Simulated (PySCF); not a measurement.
# Adding and removing an electron: MgI

UHF; basis Mg def2-SVPD, I def2-SVPD with ECP28; scalar-relativistic core potentials; PySCF 2.14. Neutral (UHF): doublet (σ ↑), Re = 2.635 Å, ωe = 303 cm⁻¹, De = 1.96 eV, HOMO -7.83 eV, LUMO -0.27 eV.

MgI⁻ (RHF): singlet (closed shell), Re = 3.068 Å, ωe = 132 cm⁻¹. The energies at the minima are -496.25743 hartree for MgI and -496.29105 for MgI⁻.

Task: Work out the adiabatic electron affinity, without and with harmonic zero-point energies (1 hartree = 27.2114 eV, 1 eV = 8065.5 cm⁻¹), and the change of the bond length.

Result: At HF: 0.03362 hartree = 0.915 eV between the minima; the zero-point term (303.0 − 132.0)/2 cm⁻¹ = +0.011 eV makes it 0.925 eV. Re changes by +43.3 pm against the neutral. The electron enters a σ orbital, and the ion is left as a loose complex of an ion and an atom.

These are scalar-relativistic numbers at best; spin–orbit coupling would shift them, the dissociation energy most. Hartree–Fock leaves out correlation, which carries a large part of most bond energies and some tenths to 1 eV of ionisation energies. States were picked by a PBE0 search and need not be the measured ground states.

Neutral and ion stand on different kinds of reference determinant, which adds to the error of the difference.
